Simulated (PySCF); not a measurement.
C4H9BO3.
Atom-mapped SMILES: `[CH3:1][CH2:2][O:3][B:4]1[O:5][CH2:6][CH2:7][O:8]1` (hydrogens: H9, H10, H11 on C1; H12, H13 on C2; H14, H15 on C6; H16, H17 on C7)

Computed with PySCF at PBE0/pcSseg-1 and CAM-B3LYP/def2-SVPD, non-relativistic, on one gas-phase PBE0-D3(BJ)/def2-SVP geometry that isn't relaxed in the solvent. The solvent is an IEF-PCM continuum (van der Waals radii × 1.2). The model holds no explicit solvent molecules, cavitation or dispersion.

Gas phase at PBE0/pcSseg-1: HOMO -7.93 eV, LUMO 1.31 eV, dipole 2.31 D.

What does the continuum do to the energy, the frontier levels and the dipole at PBE0/pcSseg-1 in chloroform and acetone?

```
   solvent      ε  E(solvent) − E(gas) (kJ/mol)  polarisation term (kJ/mol)  distortion of the solute (kJ/mol)  HOMO (eV)  LUMO (eV)  dipole (D)
chloroform  4.711                        -17.86                      -19.74                               1.88      -7.91       1.46        2.73
   acetone  20.49                        -24.04                      -27.49                               3.45      -7.91       1.48        2.88
```

The first energy column is the sum of the next two and covers electrostatics alone. From chloroform to acetone the lowering changes by a factor 1.35, Onsager's factor (ε − 1)/(2ε + 1) by 1.30 and ε itself by 4.3.

Which radius a makes the point-dipole formula ΔE = −[(ε − 1)/(2ε + 1)]·μ²/a³ give the value in acetone, with the gas-phase dipole?

μ = 0.908 au and |ΔE| = 0.00916 Eh give a = 1.84 Å; the farthest nucleus lies 3.61 Å from the centroid of the nuclei, so such a sphere wouldn't even hold the nuclei. The formula assumes a rigid point dipole at the centre of a sphere.

Which Hirshfeld charges (PBE0/pcSseg-1) respond most in acetone (means over atoms taken as equivalent)?

```tsv
atoms	environment	gas (e)	solvent (e)	change
O3	boron-bound oxygen	-0.184	-0.199	-0.015
O5/O8	boron-bound oxygen	-0.197	-0.210	-0.013
H14/H15/H16/H17	methylene hydrogen	+0.046	+0.053	+0.007
B4	three-coordinate boron	+0.276	+0.269	-0.007
H12/H13	methylene hydrogen	+0.040	+0.044	+0.004
C6/C7	sp3 carbon bound to oxygen	+0.008	+0.012	+0.004
```

Which Mayer bond orders change most in acetone?

```csv
bond,length (Å),gas,solvent,change
C7–O8,1.412,0.898,0.872,-0.026
O5–C6,1.414,0.897,0.878,-0.019
C2–O3,1.413,0.864,0.848,-0.016
B4–O5,1.375,1.070,1.081,+0.011
C6–C7,1.544,1.043,1.049,+0.006
O8–B4,1.369,1.147,1.153,+0.006
C1–C2,1.513,1.064,1.067,+0.003
C1–H9,1.101,0.960,0.958,-0.002
```

How do the nuclear quadrupole coupling constants eQVzz/h respond in acetone?

| nucleus | Q (barn) | gas (MHz) | solvent (MHz) | η gas | η solvent |
| --- | --- | --- | --- | --- | --- |
| 17O at O3 | -0.0256 | -9.60 | -9.41 | 0.20 | 0.21 |
| 11B at B4 | 0.04059 | 2.52 | 2.54 | 0.34 | 0.29 |
| 17O at O5 | -0.0256 | -9.68 | -9.37 | 0.36 | 0.37 |
| 17O at O8 | -0.0256 | -9.74 | -9.39 | 0.35 | 0.38 |

Gas phase at CAM-B3LYP/def2-SVPD: HOMO -9.45 eV, LUMO 0.90 eV, dipole 2.23 D.

What does the continuum do to the energy, the frontier levels and the dipole at CAM-B3LYP/def2-SVPD in acetone?

```tsv
solvent	ε	E(solvent) − E(gas) (kJ/mol)	polarisation term (kJ/mol)	distortion of the solute (kJ/mol)	HOMO (eV)	LUMO (eV)	dipole (D)
acetone	20.49	-22.82	-26.75	3.93	-9.41	0.91	2.88
```

How does the static polarisability (CAM-B3LYP/def2-SVPD, frozen core, with the continuum's full static response) change?

```tsv
medium	isotropic (au)	principal values (au)	⟨r²⟩ of the electrons (bohr²)
gas	69.5	60.2, 64.3, 84.0	1099.3
acetone	87.8	78.5, 84.9, 100.0	1097.4
```

The isotropic value in acetone is 1.26 times the gas-phase one; no cavity-field correction is applied. ⟨r²⟩ is taken about the centre of nuclear charge.

Time: 24 s of wall time; peak memory 1.1 GiB. Hardware: one thread, Arm Neoverse V2 (aarch64), shared host. This is the whole shielding run at PBE0/pcSseg-1 in acetone, SCF included.

Conformer computed: `[CH3:1][CH2:2][O:3][B:4]1[O:5][CH2:6][CH2:7][O:8]1`: C1–C2–O3–B4 -85°, C2–O3–B4–O5 -2°.
